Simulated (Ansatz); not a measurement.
A structure relaxed at r2SCAN-D4/def2-SVP in Ansatz, charge 0, singlet:

```xyz
38

C    -0.146   -4.775   -0.975
C    -0.255   -4.026    0.346
C    -1.622   -3.412    0.613
Cl   -2.911   -4.704    0.603
C    -1.738   -2.677    1.950
C    -0.695   -1.580    2.145
Cl   -0.939   -0.857    3.801
C    -0.749   -0.471    1.107
C     0.380    0.542    1.204
Cl    1.967   -0.312    0.895
C     0.222    1.688    0.217
C     1.301    2.756    0.279
Cl    1.386    3.455    1.960
C     1.090    3.916   -0.688
C     0.925    3.532   -2.153
C     0.863    4.739   -3.067
Cl    2.307    2.456   -2.675
H     0.879   -5.142   -1.131
H    -0.828   -5.637   -0.998
H    -0.400   -4.121   -1.825
H     0.479   -3.199    0.356
H     0.006   -4.686    1.192
H    -1.906   -2.752   -0.223
H    -1.633   -3.411    2.765
H    -2.748   -2.243    2.039
H     0.318   -2.005    2.182
H    -0.728   -0.920    0.098
H    -1.711    0.064    1.206
H     0.462    0.928    2.231
H    -0.765    2.153    0.395
H     0.222    1.270   -0.805
H     2.284    2.295    0.110
H     0.183    4.472   -0.388
H     1.938    4.613   -0.588
H     0.029    2.907   -2.291
H     1.782    5.338   -2.982
H     0.007    5.373   -2.786
H     0.742    4.432   -4.116
```

Question: Give its formula, name or SMILES.

Answer: `CCC(Cl)CC(Cl)CC(Cl)CC(Cl)CC(C)Cl`.

Question: Summarise the bond lengths by kind (pairs closer than 1.2 times the sum of covalent radii, bridged metal pairs left out).

Answer: 11 × C–C 1.52 to 1.53 Å; 5 × C–Cl 1.82 to 1.83 Å; 21 × C–H 1.10 to 1.11 Å.
